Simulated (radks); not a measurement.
Problem. These are the eigenvalues of the occupied orbitals of an atom or ion with whole-number occupations (eV). Method: non-relativistic Kohn-Sham, Slater X-alpha with alpha = 0.667, spin-polarised, spherical densities, point nucleus; computed with a radial shooting solver on a logarithmic mesh with Libxc functionals.

| orbital | eigenvalue |
|---|---|
| 1s up | -2429.486 |
| 1s down | -2429.259 |
| 2s up | -249.1098 |
| 2s down | -248.8261 |
| 2p up | -196.2648 |
| 2p down | -195.9193 |
| 3s up | -51.4948 |
| 3s down | -49.5411 |
| 3p up | -39.8243 |

Which element is it, and in what charge state? The configuration may be excited. Open shells, if any, are filled with parallel spins first.

Solution. Z = 16, sulfur, charge +3: S3+ in [Ne] 3s2 3p1. The list shows which subshells hold electrons but not how many an open one holds; the 1s level, -89.282 hartree, gives Z - s = 13.4 by -(Z - s)^2/2, which with screening narrows Z to a few neighbours, and the depths of the outer levels then fix element, charge and occupations together.
